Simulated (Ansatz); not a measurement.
Input for Ansatz (a first-principles code): R-B3LYP-D3(BJ)/def2-TZVP on AlFH2 (SMILES [F][AlH2]).

Ansatz 0.2 input:
```yaml
crystal:
  periodic: [false, false, false]
  atoms:
    - {symbol: Al, position_ang: [-0.01737540, -0.02772509, 0.00531724]}
    - {symbol: H, position_ang: [0.62558816, -0.87699342, 1.08996707]}
    - {symbol: H, position_ang: [-1.32419713, -0.43589570, -0.65964413]}
    - {symbol: F, position_ang: [0.68709050, 1.37409684, -0.46356226]}
basis:
  gaussian:
    orbitals: def2-TZVP
hamiltonian:
  xc: b3lyp
  dispersion: d3bj
relax: {f_tol: 0.003, max_steps: 120}
```

It printed:

```
WARN ansatz: RAYON_NUM_THREADS=1 ignored (pool sized by the plan → 1); use --threads N
Functional definition: B3LYP
integrals: 0.01 GiB planned
503 factors; their error is unknown
mean field: 0.16 GiB planned
mean field evaluation 1: about -9347.6073 eV, gradient 4.1e1 eV
mean field evaluation 2: about -9341.4929 eV, gradient 7.8e1 eV
mean field evaluation 4: about -9350.0870 eV, gradient 6.0e-1 eV
mean field evaluation 8: about -9350.1047 eV, gradient 6.4e-2 eV
mean field -9350.10469051 eV, -343.6100096477 hartree, gradient 1.7e-5 eV, S^2 0.000000; 0 other end points of the search recorded, 0 dependent functions left out
the calculation of the forces begins
reference -9350.10490656 eV, -343.6100175874 hartree; 12, 12 occupied and 68, 68 virtual orbitals, 503 factors
relax step   1: F+E_penalty+E_count = -9350.16291106 eV  Δ(F+E_penalty+E_count) = +0.000e0 eV  max|allowed force component| = 6.533e-1 eV/Å  Δτ_max = 0.0000 Å  (22 SCF iters, accepted)
these checks for a lower state are left out or cut short: starts, cluster_reference, orbital_swaps, neighbouring_geometries, increment
integrals: 0.01 GiB planned
503 factors; their error is unknown
mean field: 0.16 GiB planned
mean field evaluation 16: about -9350.1341 eV, gradient 5.4e-3 eV
mean field -9350.15106259 eV, -343.6117137901 hartree, gradient 1.6e-5 eV, S^2 0.000000; 0 other end points of the search recorded, 0 dependent functions left out
the calculation of the forces begins
reference -9350.15127901 eV, -343.6117217433 hartree; 12, 12 occupied and 68, 68 virtual orbitals, 503 factors
relax step   2: F+E_penalty+E_count = -9350.20902697 eV  Δ(F+E_penalty+E_count) = -4.612e-2 eV  max|allowed force component| = 2.706e-1 eV/Å  Δτ_max = 0.0543 Å  (23 SCF iters, accepted)
these checks for a lower state are left out or cut short: starts, cluster_reference, orbital_swaps, neighbouring_geometries, increment
integrals: 0.01 GiB planned
503 factors; their error is unknown
mean field: 0.16 GiB planned
mean field -9350.15495942 eV, -343.6118569961 hartree, gradient 1.6e-5 eV, S^2 0.000000; 0 other end points of the search recorded, 0 dependent functions left out
the calculation of the forces begins
reference -9350.15517579 eV, -343.6118649476 hartree; 12, 12 occupied and 68, 68 virtual orbitals, 503 factors
relax step   3: F+E_penalty+E_count = -9350.21282353 eV  Δ(F+E_penalty+E_count) = -3.797e-3 eV  max|allowed force component| = 8.524e-2 eV/Å  Δτ_max = 0.0212 Å  (25 SCF iters, accepted)
these checks for a lower state are left out or cut short: starts, cluster_reference, orbital_swaps, neighbouring_geometries, increment
integrals: 0.01 GiB planned
503 factors; their error is unknown
mean field: 0.16 GiB planned
mean field evaluation 32: about -9350.1556 eV, gradient 1.0e-5 eV
mean field -9350.15559932 eV, -343.6118805119 hartree, gradient 1.6e-5 eV, S^2 0.000000; 0 other end points of the search recorded, 0 dependent functions left out
the calculation of the forces begins
reference -9350.15581565 eV, -343.6118884620 hartree; 12, 12 occupied and 68, 68 virtual orbitals, 503 factors
relax step   4: F+E_penalty+E_count = -9350.21345774 eV  Δ(F+E_penalty+E_count) = -6.342e-4 eV  max|allowed force component| = 9.368e-3 eV/Å  Δτ_max = 0.0095 Å  (25 SCF iters, accepted)
these checks for a lower state are left out or cut short: starts, cluster_reference, orbital_swaps, neighbouring_geometries, increment
integrals: 0.01 GiB planned
503 factors; their error is unknown
mean field: 0.16 GiB planned
mean field -9350.15560329 eV, -343.6118806580 hartree, gradient 2.0e-5 eV, S^2 0.000000; 0 other end points of the search recorded, 0 dependent functions left out
the calculation of the forces begins
reference -9350.15581964 eV, -343.6118886085 hartree; 12, 12 occupied and 68, 68 virtual orbitals, 503 factors
relax step   5: F+E_penalty+E_count = -9350.21346038 eV  Δ(F+E_penalty+E_count) = -2.645e-6 eV  max|allowed force component| = 4.254e-4 eV/Å  Δτ_max = 0.0004 Å  (17 SCF iters, accepted)
integrals: 0.01 GiB planned
503 factors; their error is unknown
mean field: 0.16 GiB planned
mean field -9350.15560329 eV, -343.6118806580 hartree, gradient 2.0e-5 eV, S^2 0.000000; 1 other end points of the search recorded, 0 dependent functions left out
the calculation of the forces begins
reference -9350.15581964 eV, -343.6118886085 hartree; 12, 12 occupied and 68, 68 virtual orbitals, 503 factors
Total energy: -9350.21367673 eV, -343.6140148172 hartree
Atom 0 at    -0.032727    -0.041135     0.009398 Å, force     0.000206     0.000425    -0.000161 eV/Å
Atom 1 at     0.684703    -0.874477     1.129800 Å, force    -0.000085    -0.000373     0.000206 eV/Å
Atom 2 at    -1.375471    -0.421567    -0.709477 Å, force    -0.000276    -0.000339     0.000041 eV/Å
Atom 3 at     0.694601     1.370661    -0.457644 Å, force     0.000156     0.000287    -0.000086 eV/Å
Dipole moment:    -0.126887    -0.246299     0.081482 e Å
```

Self-consistency was reached.

Cost: about 6 core-seconds (a rough figure).
